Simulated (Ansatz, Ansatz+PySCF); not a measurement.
```xyz
4

H    -0.4307    0.4245    0.2169
C     0.2653    0.6222    1.0272
C     1.1151    0.5119    1.9810
O     1.7780    0.4630    2.9566
```

Basis set: def2-SVP (spherical functions). Correlated methods keep 3 orbitals frozen. Charge 0, multiplicity 2.

Computed with Ansatz (development build ahead of 0.2.0); each method stands on the lowest determinant of its kind that the runs found.

Task: Give the atomization energy at this shape (free ground-state atoms in the same class of orbitals less the molecule, no zero-point energy) of doublet C2HO by UHF-MP2, UHF.

Result:

```
 method  atomization energy
UHF-MP2            17.73 eV
    UHF            12.32 eV
```
